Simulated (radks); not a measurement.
The numbers below are computed, except where a source is named.
Spherical quantum dot in the effective-mass picture: electrons in a hard-walled sphere of radius 5.84, with a point charge +1 (a donor) at the centre, all in effective atomic units (hartree* = m*/eps^2 hartree, bohr* = eps/m* bohr), one dielectric constant everywhere. Level of theory: non-relativistic Kohn-Sham, LDA (Slater exchange, Perdew-Wang correlation), spin-polarised, spherical densities (a radial shooting solver with Libxc functionals). Levels are named by radial order and angular momentum (1s, 1p, 1d, 2s, ...), and open shells are averaged over m.

N = 25, configuration 1s2 1p6 1d10 2s(up 1, down 0) 1f(up 6, down 0). This is the lowest configuration that the search found. Occupied and some empty levels:

| level | occupation | eigenvalue (hartree*) | <r> (bohr*) |
|---|---|---|---|
| 1s up | 1 | 5.1300 | 4.057 |
| 1s down | 1 | 5.1742 | 4.106 |
| 1p up | 3 | 5.2015 | 4.269 |
| 1p down | 3 | 5.2435 | 4.261 |
| 1d up | 5 | 5.3211 | 4.364 |
| 1d down | 5 | 5.3636 | 4.357 |
| 2s up | 1 | 5.4610 | 1.775 |
| 1f up | 6 | 5.4889 | 4.444 |
| 1f down | 0 | 5.5320 | 4.440 |
| 2s down | 0 | 5.5918 | 1.954 |
| 1g up | 0 | 5.7016 | 4.516 |
| 1g down | 0 | 5.7452 | 4.513 |
| 2p up | 0 | 5.9350 | 2.879 |
| 2p down | 0 | 5.9825 | 2.947 |
| 2d up | 0 | 6.2572 | 3.291 |
| 2d down | 0 | 6.2920 | 3.310 |

Energy (hartree*): total 68.2094, kinetic 14.932, external -6.7050, Hartree 67.567, exchange-correlation -7.5845.
